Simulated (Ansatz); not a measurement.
## Redistribution: Si(CH3)2(OH)2 + CH8OSi2 → Si(CH3)(OH)2(SiH3) + C2H8OSi

Species: Si(CH3)2(OH)2 (dimethylsilanediol), singlet; CH8OSi2 `CO[SiH2][SiH3]`, singlet; Si(CH3)(OH)2(SiH3), singlet; C2H8OSi `CO[SiH2]C`, singlet. The partners trade CH3 for SiH3; both sit on Si, so the bond types are kept.

Shapes, held fixed at every level: PBE0-D4/def2-TZVP. Flexible molecules stand in one conformer, not always the lowest. Programs: Ansatz 0.2.0. Electronic energies: no zero-point or thermal term.

| level | kind | ΔE (kJ/mol) | less CCSD(T)/CBS estimate |
| --- | --- | --- | --- |
| HF/def2-TZVPP | Hartree–Fock | +12.7 | +1.9 |
| PBE-D4/def2-TZVPP | GGA | +9.1 | -1.7 |
| r2SCAN-D4/def2-TZVPP | meta-GGA | +11.1 | +0.3 |
| B3LYP-D4/def2-TZVPP | global hybrid | +9.7 | -1.1 |
| PBE0-D4/def2-TZVPP | global hybrid | +10.4 | -0.4 |
| wB97X-V/def2-TZVPP | range-separated hybrid | +10.8 | 0.0 |
| CCSD/def2-TZVPP | coupled cluster or CI | +12.1 | +1.3 |
| CCSD(T)/CBS estimate | coupled cluster or CI | +10.8 | 0.0 |

The highest level, CCSD(T)/CBS estimate, gives ΔE = +10.8 kJ/mol; the levels span +9.1 to +12.7. The column of differences is taken from that level and isn't an error. No measured value is set beside it here. The CBS estimate extrapolates MP2 from def2-TZVPP and def2-QZVPP and adds CCSD(T) − MP2 in the triple-zeta set, cores frozen.
